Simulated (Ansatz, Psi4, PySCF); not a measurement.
ClCs, charge -1, doublet, at the geometry of the source list (a state made from the parent by changing its charge; the spin is typed, not shown lowest) (core potentials on Cs) (in this run its highest filled SCF level lies above zero, so its values depend strongly on the basis, on diffuse functions most of all). Base run: PBE/def2-SVPD run with PySCF.

PySCF was given this input:
```python
from pyscf import gto, scf, dft

mol = gto.M(
    atom='''
Cs   -0.896400   -0.791600   -0.841800
Cl    0.896400    0.791600    0.841800
''',
    basis='def2-svpd',
    ecp={'Cs': 'def2-svpd'},
    charge=-1,
    spin=1,
    verbose=4,
)

mf = dft.UKS(mol)
mf.xc = 'pbe'
mf.kernel()
```

The same geometry, method and basis name were run in Ansatz (a first-principles code) and Psi4 and PySCF, at each program's defaults and at the settings that a row names. The base is PySCF at its defaults. Differences at the defaults can come from grids, fitting, cores and function types together.

| code and settings | ΔE vs base (µEh) | basis functions | E (Eh) | SCF cycles |
|---|---|---|---|---|
| PySCF, defaults (exact integrals, its default grid, spherical functions) | 0.0 | 54 | -480.13345 | 12 |
| Psi4, defaults (density fitting with its default set, its default grid, spherical functions) | -54.5 | 54 | -480.13350 | 10 |
| Ansatz, defaults (factorised integrals, its default grid, spherical functions) | -5.4 | 54 | -480.13345 | - |
| PySCF, density fitting with def2-universal-jkfit | -46.6 | 54 | -480.13350 | 12 |
| PySCF, fine grid | 3.3 | 54 | -480.13345 | 12 |
| Psi4, exact integrals, spherical functions, fine grid | -4.4 | 54 | -480.13345 | 13 |
| Ansatz, high accuracy | -4.7 | 54 | -480.13345 | - |

Open shells are given as the SCF converged; they aren't shown to be the lowest states, and a large step between rows can be another state.
